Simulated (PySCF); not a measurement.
## Excitation energy of Zn+ by level of theory

Zn+ [Ar] 3d10 4s1 (2S) → Zn+ [Ar] 3d10 4p1 (2P), as a difference of total energies. Calculation: PySCF 2.14, in x2c-TZVPPall (6s5p4d2f1g, 64 functions); scalar relativity by spin-free X2C-1e. Correlated levels: valence and next inner shell: [Ne] frozen. The calculations carry no spin-orbit coupling.

```tsv
method	excitation energy (cm⁻¹)	error (cm⁻¹)
UHF	47134	-1930
MP2 (valence and next inner shell)	50550	+1486
SCS-MP2 (valence and next inner shell)	50031	+967
CCSD (valence and next inner shell)	49748	+684
CCSD(T) (valence and next inner shell)	49812	+749
```

Reference: 49064 cm⁻¹ (measured; NIST levels, between the centres of gravity of the two terms).

Errors of the correlated levels include the incompleteness of this basis and the frozen core.

The basis was made for the ground configuration and has no added diffuse functions, so the excitation energy can come out too high.
